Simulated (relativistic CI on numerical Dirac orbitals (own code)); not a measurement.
## Hyperfine structure of Ar¹⁶⁺, mass number 39

Computed by Dirac-Coulomb-Breit CI, orbitals from a KLI potential per configuration, QED by a radiative potential, unscaled Slater integrals (own radial code, finite nucleus).

Configurations in the expansion: 1s², 1s2s, 1s2p, 1s3s, 1s3p, 1s3d, 1s4s, 1s4p, 1s4d, 1s4f, 1s5s, 1s5p, 1s5d, 1s5f, 1s5g, 1s6s, 1s6p, 1s6d. Levels of other configurations are missing.

Nuclear spin I = 7/2, μ = -1.59 μN, Q = -0.116 b (tables of Stone and Pyykkö). The electronic factors are computed for point nuclear moments, without core polarisation or the Bohr-Weisskopf and QED corrections.

```tsv
Level	E (eV)	A (GHz)	B (GHz)
1s2s ³S1	3102.86	-383.1	9.49e-06
1s2p ³P°1	3122.31	-239.3	1.16
1s2p ³P°2	3125.05	-175.5	-2.39
1s2p ¹P°1	3138.79	48.45	-2.3
1s3s ³S1	3672.71	-355.9	5.28e-06
1s3p ³P°1	3678.09	-235.3	0.345
1s3p ³P°2	3678.90	-173.4	-0.717
1s3d ³D1	3681.74	171.5	-0.0674
```

Levels with J = 0, under 50 % of one LS term, or S terms without an open s electron are left out. Small factors come from cancelling terms and can be off by tens of per cent or more.

At this charge energies of transitions that change n are usually good to better than 1 %, and those within a shell (Δn = 0) to a few per cent.

Q: Give the hyperfine levels of 1s2s ³S1 relative to its centre of gravity.

A: With K = F(F + 1) − I(I + 1) − J(J + 1), E = AK/2 + B[¾K(K + 1) − I(I + 1)J(J + 1)]/[2I(2I − 1)J(2J − 1)]: F = 5/2: 1724, F = 7/2: 383.1, F = 9/2: -1341 GHz.

LS names give the leading component of a level, which can be under half, so a name can repeat, a term be missing and a line seem to break the LS rules.
